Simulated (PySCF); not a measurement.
From one molecule to another.

First species: C₃H₁₁NO₂Si₂.
SMILES: `N[Si@@H](O)O[SiH2]CC=C`

Second species: C7H11FOSi.
Z-matrix (Å and degrees, GFN2-xTB geometry), rows numbered from 1:
```
C 
C   1  1.3366
C   2  1.4496  1  118.52
C   3  1.3330  2  125.34  1   173.05
O   4  1.3661  3  121.28  2    -4.97
C   5  1.3462  4  120.40  3   157.08
C   6  1.3274  5  127.65  4   -13.41
F   7  1.3475  6  119.47  5   179.59
Si  2  1.8987  1  122.01  3  -179.10
C   9  1.9012  2  108.69  1     8.42
H   1  1.0757  2  122.03  3   179.74
H   1  1.0810  2  122.05  3    -0.80
H   3  1.0817  2  117.30  1    -6.64
H   4  1.0829  3  122.48  2   179.50
H   6  1.0810  5  111.58  4   167.85
H   7  1.0779  6  128.28  5    -0.64
H   9  1.4671  2  110.79  1  -109.69
H   9  1.4701  2  109.88  1   124.99
H  10  1.0857  9  112.07  2   -64.23
H  10  1.0858  9  112.01  2    57.12
H  10  1.0855  9  110.16  2   176.51
```

Levels: PBE0/pcSseg-1 for HOMO energy, LUMO energy and HOMO–LUMO gap. Geometries: GFN2-xTB. All species are isolated and taken at one optimised geometry, non-relativistic unless stated; the electronic structure was computed with PySCF and density fitting.

Dipoles, sizes and rotational constants follow the conformer. The torsions of the flexible species, by atom-mapped SMILES:
- `[CH2:1]=[C:2](/[CH:3]=[CH:4]\[O:5]/[CH:6]=[CH:7]/[F:8])[SiH2:9][CH3:10]`: C1–C2–C3–C4 173°, C3–C4–O5–C6 157°, C4–O5–C6–C7 -13°, C1–C2–Si9–C10 8°

The conformers of `C=CC[SiH2]O[Si@@H](N)O` aren't listed.

Values for the first species:

* HOMO energy: -7.00 eV
* LUMO energy: 0.27 eV
* HOMO–LUMO gap: 7.27 eV

Question: Estimate the same properties for the second species, and the change in each.

Answer: 
| property | first | second | second less first |
| --- | --- | --- | --- |
| HOMO energy | -7.00 eV | -6.40 eV | +0.60 eV |
| LUMO energy | 0.27 eV | -1.04 eV | -1.31 eV |
| HOMO–LUMO gap | 7.27 eV | 5.36 eV | -1.91 eV |

